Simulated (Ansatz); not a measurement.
A structure relaxed at PBE-D4/def2-SVPD in Ansatz, charge -1, multiplicity 11:

```xyz
5

Co    1.0534    0.9574   -0.1071
Co    0.4419   -1.2511   -0.2048
Co    0.2413    0.1015    1.6911
Co   -0.3401    0.1609   -1.6770
Co   -1.3964    0.0312    0.2978
```

Question: Give its formula and point group.

Answer: Co₅⁻. Point group Cs (tolerance 0.1 Å).

Question: Summarise the bond lengths by kind (pairs closer than 1.2 times the sum of covalent radii, bridged metal pairs left out).

Answer: 9 × Co–Co 2.15 to 2.65 Å.

The charge -1 multiplicity 11 is spin-contaminated (final ⟨S²⟩ up to 30.83, 30.00 for a pure state). The highest occupied level of the charge -1 multiplicity 11 lies above zero (up to 0.74 eV). The electron is either unbound and held by the finite basis, or the level is raised by self-interaction error. An occupied level of the charge -1 multiplicity 11 lies above an empty one of the other spin, so a lower spin may lie lower. Another isomer (multiplicity 11) lies 0.14 eV lower at PBE0-D4/def2-TZVPD; other spin states weren't run for this one.
